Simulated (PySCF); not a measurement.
## Two-component Hartree-Fock for Au²⁺ (gold, charge +2)

Start: [Xe] 4f14 5d9; 5d3/2 filled at m_j = -3/2, -1/2, +1/2, +3/2; 5d5/2 filled at m_j = -3/2, -1/2, +1/2, +3/2, +5/2. Calculated with PySCF 2.14 in x2c-TZVPall-2c: generalised Hartree-Fock with the X2C-1e Hamiltonian and a Gaussian nucleus; one run each with spin-orbit coupling (SO) switched off, then screened by Boettger's factors.

```
spinor shell  electrons  ε, spin-free (eV)  ε, screened SO (eV)  weight of nominal j (screened SO)  rms radius, screened SO (bohr)
       1s1/2          2           -81198.7             -81167.4                              1.000                          0.0190
       2s1/2          2           -14497.0             -14487.0                              1.000                          0.0768
       2p1/2          2           -12547.8             -13869.6                              1.000                          0.0651
       2p3/2          4           -12547.8             -12028.4                              1.000                          0.0731
       3s1/2          2            -3507.0              -3503.6                              1.000                           0.196
       3p1/2          2            -2932.6              -3226.9                              1.000                           0.188
       3p3/2          4            -2932.6              -2814.5                              1.000                           0.204
       3d3/2          4            -2309.2              -2360.5                              1.000                           0.179
       3d5/2          6            -2309.2              -2272.3                              1.000                           0.183
       4s1/2          2            -814.92              -813.83                              1.000                           0.433
       4p1/2          2            -623.41              -694.76                              1.000                           0.438
       4p3/2          4            -623.41              -594.50                              1.000                           0.471
       4d3/2          4            -388.29              -399.40                              1.000                           0.485
       4d5/2          6            -388.29              -380.02                              1.000                           0.497
       5s1/2          2            -149.24              -149.05                              1.000                           0.998
       4f5/2          6            -125.37              -127.07                              0.999                           0.544
       4f7/2          8            -125.37              -123.21                              0.999                           0.546
       5p1/2          2            -96.011              -108.85                              0.999                            1.08
       5p3/2          4            -96.011              -90.757                              0.999                            1.18
       5d3/2          4            -33.578              -34.838                              0.970                            1.57
       5d5/2          5            -33.578              -32.639                              0.975                            1.63
```

```
   quantity     spin-free   screened SO
E (hartree)  -18996.42049  -19025.88005
        M_J           5/2           5/2
       ⟨J²⟩         8.797         8.816
       ⟨L²⟩         6.038         6.213
       ⟨S²⟩         0.760         0.932
```

Each row is a mean over spinors that exchange with the open shell spreads, by up to 4.639 eV (5p3/2).

⟨J²⟩ departs a little from M_J(M_J + 1) because the unrestricted spinors polarise the closed shells.

Breit and QED terms are absent; they matter most for the inner s and p1/2 levels.

Densities and radii are taken from the X2C orbitals without a picture-change correction, which distorts them close to the nucleus.

Without spin-orbit coupling the j labels of p, d and f shells carry no meaning; the spin-free column gives the mean over the occupied spinors of each nl shell.
